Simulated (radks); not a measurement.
Values are calculated unless marked as measured or tabulated.
Effect of the nuclear size on the neodymium ion Nd+, [Xe] 4f4 6s1. Level of theory: Dirac Kohn-Sham, relativistic LDA (MacDonald-Vosko exchange, VWN5 correlation), spin-unpolarised, spherical densities, finite nucleus; open shells fill j = l - 1/2 first; Fermi nuclear charge, rms radius 4.9123 fm (a radial shooting solver on a logarithmic mesh with Libxc functionals). The rms radius is varied about that value; shifts are against it.

| rms radius (fm) | total energy shift (eV) | density at nucleus (e/bohr^3) | 1s1/2 shift (meV) | 2s1/2 shift (meV) | 5s1/2 shift (meV) | 5p1/2 shift (meV) | 6s1/2 shift (meV) | 4f5/2 shift (meV) | 6p1/2 (empty) shift (meV) |
|---|---|---|---|---|---|---|---|---|---|
| 3.979 | -4.44 | 4.694e+05 | -1830 | -228 | -1.73 | 0.170 | -0.172 | 0.313 | 0.054 |
| 4.6077 | -1.53 | 4.543e+05 | -631 | -78.6 | -0.596 | 0.059 | -0.059 | 0.108 | 0.019 |
| 4.9123 | 0 | 4.479e+05 | 0.000 | 0.000 | 0.000 | 0.000 | 0.000 | 0.000 | 0.000 |
| 5.3642 | 2.41 | 4.392e+05 | 993 | 124 | 0.938 | -0.092 | 0.093 | -0.170 | -0.029 |
| 5.9979 | 6.07 | 4.284e+05 | 2500 | 311 | 2.36 | -0.232 | 0.234 | -0.427 | -0.074 |

Slopes of the eigenvalues against <r^2> in GHz/fm^2, as finite differences over the two radii next to the reference (eigenvalue slopes, not the field-shift constants of lines): 1s1/2 52100, 2s1/2 6480, 5s1/2 49.2, 5p1/2 -4.83, 6s1/2 4.88, 4f5/2 -8.90, 6p1/2 (empty) -1.54.
